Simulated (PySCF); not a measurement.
The dipole of `P1(CCC1)(CC)=O` from its density and from atomic charges.

Coordinates (GFN2-xTB, Å) and charges (e) from the PBE0/pcSseg-1 density (PySCF):

```
atom       x       y       z  Mulliken      IAO  Hirshfeld  ESP-fitted
  C1   2.494  -0.178   0.050   -0.2914  -0.4187    -0.1149     -0.2932
  C2   1.180  -0.901  -0.205   -0.4510  -0.5060    -0.1068     -0.0591
  P3  -0.074   0.339  -0.732   +0.8514  +1.4942    +0.4346     +0.8564
  O4   0.307   1.128  -1.907   -0.5874  -0.9006    -0.4011     -0.6506
  C5  -1.758  -0.428  -0.596   -0.4348  -0.5323    -0.1199     -0.4801
  C6  -1.880   0.104   0.845   -0.2242  -0.2607    -0.0700     +0.1650
  C7  -0.760   1.160   0.784   -0.4397  -0.5340    -0.1193     -0.4705
  H8   2.387   0.529   0.871   +0.1181  +0.1385    +0.0403     +0.0754
  H9   2.783   0.379  -0.840   +0.1445  +0.1604    +0.0455     +0.1046
 H10   3.287  -0.882   0.296   +0.1283  +0.1475    +0.0454     +0.0854
 H11   0.832  -1.432   0.681   +0.1397  +0.1468    +0.0445     +0.0534
 H12   1.286  -1.615  -1.026   +0.1634  +0.1587    +0.0515     +0.0475
 H13  -2.438   0.079  -1.281   +0.1595  +0.1623    +0.0505     +0.1693
 H14  -1.873  -1.503  -0.718   +0.1469  +0.1492    +0.0423     +0.0972
 H15  -2.861   0.508   1.090   +0.1410  +0.1463    +0.0442     +0.0136
 H16  -1.641  -0.676   1.568   +0.1277  +0.1379    +0.0396     +0.0098
 H17  -0.144   1.250   1.676   +0.1476  +0.1477    +0.0420     +0.1165
 H18  -1.138   2.146   0.514   +0.1605  +0.1629    +0.0510     +0.1593
```

Task: Form Σ q r in debye for every column and set it beside the full dipole.

Result: The full density gives (-0.78, -2.19, 3.20) D, 3.95 D in size; dipole vectors point from the negative to the positive end.

```json
{"scheme": "Mulliken", "μx": "-0.15", "μy": "-2.00", "μz": "2.98", "size (D)": "3.60", "share of the full size (%)": "91", "angle to the full dipole (°)": "9"}
{"scheme": "IAO", "μx": "-0.65", "μy": "-2.67", "μz": "3.57", "size (D)": "4.51", "share of the full size (%)": "114", "angle to the full dipole (°)": "4"}
{"scheme": "Hirshfeld", "μx": "-0.56", "μy": "-1.60", "μz": "2.31", "size (D)": "2.87", "share of the full size (%)": "73", "angle to the full dipole (°)": "0"}
{"scheme": "ESP-fitted", "μx": "-0.78", "μy": "-2.19", "μz": "3.26", "size (D)": "4.01", "share of the full size (%)": "101", "angle to the full dipole (°)": "1"}
```

Task: Which set comes closest?

Result: Length of the difference vector: ESP-fitted 0.07 D, IAO 0.62 D, Mulliken 0.69 D, Hirshfeld 1.09 D. Closest: ESP-fitted. The schemes that divide the density aren't constrained to reproduce the dipole.

Task: What is left for the Hirshfeld atoms' own dipoles?

Result: The Hirshfeld atoms' densities add up to the full density, so μ = Σ q r + Σ (atomic dipoles). The atomic dipoles sum to (-0.78, -2.19, 3.20) − (-0.56, -1.60, 2.31) = (-0.22, -0.59, 0.89) D, 1.09 D in size.

Task: With the origin at the mean of the coordinates, (0.000, 0.000, 0.059) Å, which are the largest single terms, by size, of the Hirshfeld dipole along the direction of the full one?

Result: O4 +4.39, P3 -1.70, H16 +0.36, H9 -0.32, C6 -0.32 D; all 18 atoms together +2.87 D. The single terms depend on the origin, their sum doesn't.

Task: Give the size of the full dipole in other units.

Result: 3.95 D = 1.555 au = 0.823 e·Å = 13.19 × 10⁻³⁰ C·m.

Isolated species at its GFN2-xTB geometry (one conformer only).

Shape of the structure used: `[CH3:1][CH2:2][P:3]1(=[O:4])[CH2:5][CH2:6][CH2:7]1`: C1–C2–P3–O4 56°.
